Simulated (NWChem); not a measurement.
AlAs2H5; SMILES [AsH2][AlH][AsH2]

```xyz
8

Al     0.8704     0.0930    -0.1440
As    -0.3551    -1.9142     0.4940
H     -0.1616    -2.5125    -0.8960
H     -1.6955    -1.2823     0.1356
As    -0.0205     2.3265     0.2505
H      1.2825     2.7631     0.9128
H     -0.6570     1.9053     1.5703
H      2.2958    -0.0589    -0.8391
```
Atoms are numbered in this order, from 1.

Results from NWChem. Pople sets run with spherical d functions. STO-3G and 3-21G are far too small for this property and stand as cheap habits. Geometry: optimised at PBE0/def2-SVP. B3LYP is NWChem's, with the RPA form of VWN correlation. GIAO values for the isolated, static molecule; σ is the absolute isotropic shielding, δ = σ(reference) − σ with the isolated reference molecule computed at the same levels (1H: tetramethylsilane).

```tsv
level	σ Al1 (ppm)	σ As2 (ppm)	δ H3 (ppm)	δ H4 (ppm)	δ H8 (ppm)
B3LYP/6-31G*	264.0	1983.1	2.03	2.01	7.28
Hartree-Fock/6-31G*	326.4	2122.8	1.90	1.88	6.82
PBE0/pcSseg-1	196.6	1922.7	2.03	1.95	6.78
Hartree-Fock/STO-3G	[?]	[?]	[?]	[?]	[?]
LDA (Slater exchange, VWN5)/pcSseg-1	132.4	1843.6	2.41	2.32	7.48
```

Q: Fill in the missing entries.

A: 
- Hartree-Fock/STO-3G, σ Al1 (ppm): 272.0
- Hartree-Fock/STO-3G, σ As2 (ppm): 2594.8
- Hartree-Fock/STO-3G, δ H3 (ppm): -0.36
- Hartree-Fock/STO-3G, δ H4 (ppm): -0.36
- Hartree-Fock/STO-3G, δ H8 (ppm): 3.53
